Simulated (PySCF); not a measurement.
A spin–spin coupling run with PySCF 2.14 (density fitting, non-relativistic, gas phase) on `C#[C][AlH][CH2][SiH3]`, C3H7AlSi:

```
$ OMP_NUM_THREADS=1 python probes_run.py task.json out

{"job": {"kind": "j", "xc": "B3LYP", "basis": "def2-TZVP"}, "charge": 0, "multiplicity": 1}
C      1.984823    -2.206848    -1.668552
C      1.552536    -1.610623    -0.693238
Al     0.869840    -0.670627     0.829521
C     -0.952115     0.013783     0.774164
Si    -1.134367     1.699470    -0.032383
H      2.363918    -2.732893    -2.527739
H      1.808388    -0.463638     2.088949
H     -1.349944     0.084664     1.801948
H     -1.587786    -0.692013     0.210136
H     -0.652378     1.655104    -1.448704
H     -0.310495     2.717702     0.695095
H     -2.552686     2.177681    -0.038272
```

Hardware: 1 thread of an Arm Neoverse V1, shared host. The job also computes field gradients.

(1) How large is the calculation?

(2) How long does it take, and how much memory does it need?

(3) And these other runs on the same molecule and hardware: GIAO shielding at B3LYP/pcSseg-2; GIAO shielding at B97-D/pcSseg-2; GIAO shielding at BLYP/pcSseg-2; GIAO shielding at BP86/pcSseg-2; GIAO shielding at HF/pcSseg-2; GIAO shielding at KT2/pcSseg-2?

Results:

(1) 52 electrons, 209 basis functions and 717 auxiliary functions.

(2) 32 s of wall time, with 14 SCF cycles; peak memory 0.92 GiB. Times on a shared host scatter by some tens of per cent.

(3) B3LYP/pcSseg-2: 292 functions, 46 s; B97-D/pcSseg-2: 292 functions, 56 s; BLYP/pcSseg-2: 292 functions, 52 s; BP86/pcSseg-2: 292 functions, 53 s; HF/pcSseg-2: 292 functions, 27 s; KT2/pcSseg-2: 292 functions, 55 s.
